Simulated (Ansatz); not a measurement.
Reaction (substitution at a C–B bond): `CB(Cl)N=C=O` + `Sc1ccccc1` → `CSc1ccccc1` + `O=C=NBCl`

Calculated with Ansatz (gas phase, PBE0-D4/def2-TZVP geometries, no zero-point term in ΔE). CCSD(T)/CBS adds triple-zeta CCSD(T) − MP2 to the extrapolated MP2 energy (def2 sets, frozen cores). DFT in def2-TZVPP. B3LYP here is the variant with VWN-RPA as its local correlation; programs differ in this. Each species was taken in one conformer, which may not be the lowest.

| level | ΔE (kcal/mol) |
| --- | --- |
| PBE-D4 | 12.7 |
| B3LYP | 13.4 |
| SCS-MP2/def2-TZVPP | 12.7 |
| HF/CBS(def2) | 13.8 |

(1) What does CCSD(T)/CBS give? (An estimate is asked.)

Largest T1 diagnostic among the species: 0.016.

Results:

(1) Computed: +13.1 kcal/mol. The listed levels differ from it by -0.4, 0.3, -0.4, 0.7 kcal/mol.
